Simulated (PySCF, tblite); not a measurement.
Isomers of C5H4F4O2, one GFN2-xTB conformer each. Single-point energies are computed at PBE0/pcSseg-1 (PySCF, gas phase, no added dispersion term), electronic only.

```json
{"SMILES": "F[C@@H]1C=CO[C@@H]1OC(F)(F)F", "GFN2-xTB relative energy (kJ/mol)": "0.0"}
{"SMILES": "O=C([C@@H]1OC[C@H]1F)C(F)(F)F", "GFN2-xTB relative energy (kJ/mol)": "138.5"}
```

Conformers: `[F:1][C@@H:2]1[CH:3]=[CH:4][O:5][C@@H:6]1[O:7][C:8]([F:9])([F:10])[F:11]` with O5–C6–O7–C8 73°; `[O:1]=[C:2]([C@@H:3]1[O:4][CH2:5][C@H:6]1[F:7])[C:8]([F:9])([F:10])[F:11]` with O1–C2–C3–O4 -165°.

Q: What does PBE0/pcSseg-1 give for the same structures?

A: 
```json
{"SMILES": "F[C@@H]1C=CO[C@@H]1OC(F)(F)F", "PBE0/pcSseg-1 E (Eh)": "-741.91373", "PBE0/pcSseg-1 (kJ/mol)": "0.0", "GFN2-xTB (kJ/mol)": "0.0", "point group": "C1"}
{"SMILES": "O=C([C@@H]1OC[C@H]1F)C(F)(F)F", "PBE0/pcSseg-1 E (Eh)": "-741.88596", "PBE0/pcSseg-1 (kJ/mol)": "72.9", "GFN2-xTB (kJ/mol)": "138.5", "point group": "C1"}
```

Both levels put the same isomer lowest. As drawn, the lower has a C=C bond outside aromatic rings, which the higher lacks; the higher has a four-membered ring and a C=O bond, which the lower lacks.

Q: Which frontier levels, dipoles and rotational constants go with these structures?

A: 
| SMILES | HOMO (eV, PBE0/pcSseg-1) | LUMO (eV) | dipole (D) | A, B, C (MHz) |
| --- | --- | --- | --- | --- |
| F[C@@H]1C=CO[C@@H]1OC(F)(F)F | -7.55 | -0.44 | 3.66 | 2076, 793.1, 668.9 |
| O=C([C@@H]1OC[C@H]1F)C(F)(F)F | -8.19 | -2.18 | 2.52 | 1969, 806.8, 696.7 |

Q: What happens when harmonic zero-point energies from GFN2-xTB frequencies are added?

A: 
```csv
SMILES,ZPE (kJ/mol),electronic (kJ/mol),with ZPE (kJ/mol)
F[C@@H]1C=CO[C@@H]1OC(F)(F)F,236.4,0.0,0.0
O=C([C@@H]1OC[C@H]1F)C(F)(F)F,234.3,72.9,70.9
```

The zero-point energies span 2.1 kJ/mol. The order is unchanged.
